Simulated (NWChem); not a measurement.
# CH₃Si, doublet; SMILES C=[SiH]

All runs: NWChem. Spin-unrestricted. All runs use the structure optimised with PBE0/def2-SVP, spin-unrestricted. No stability test was run on the SCF state. Level B3LYP/def2-SVP: single points from the atomic guess with DIIS by default; each run changes one setting, and all converged runs end within 0.3 mHa of each other.

Task: Which setting needs the most SCF iterations, or fails (occupation smearing of 0.005 Ha; DIIS on 20 Fock matrices; level shift of 0.5 Ha throughout; no DIIS, 40 % damping; defaults)?

Result: no DIIS, 40 % damping, which doesn't converge.
```
setting                                 SCF iterations
--------------------------------  --------------------
defaults                                            11
occupation smearing of 0.005 Ha                     11
DIIS on 20 Fock matrices                            10
level shift of 0.5 Ha throughout                    22
no DIIS, 40 % damping             not converged in 200
```
